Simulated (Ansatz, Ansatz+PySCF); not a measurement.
```
atom    x (Å)    y (Å)    z (Å)
  Mg  -0.8620  -0.8620  -0.8620
   O  -0.9375  -0.9375   0.9375
   O  -0.9375   0.9375  -0.9375
  Mg  -0.8620   0.8620   0.8620
   O   0.9375  -0.9375  -0.9375
  Mg   0.8620  -0.8620   0.8620
  Mg   0.8620   0.8620  -0.8620
   O   0.9375   0.9375   0.9375
```

Basis set: def2-SVP (spherical functions). Correlated methods keep 8 orbitals frozen. Charge 0, multiplicity 1.

Computed with Ansatz (development build ahead of 0.2.0); each method stands on the lowest determinant of its kind that the runs found. Restricted open shells among the atoms or ions are ROHF, correlated in semicanonical orbitals with singles.

Give the atomization energy at this shape (free ground-state atoms in the same class of orbitals less the molecule, no zero-point energy) of singlet Mg₄O₄ by RHF-MP2, RHF, UHF.

```
 method  atomization energy
RHF-MP2     594.70 kcal/mol
    RHF     370.33 kcal/mol
    UHF     357.69 kcal/mol
```

Caution: the shape is not the minimum.
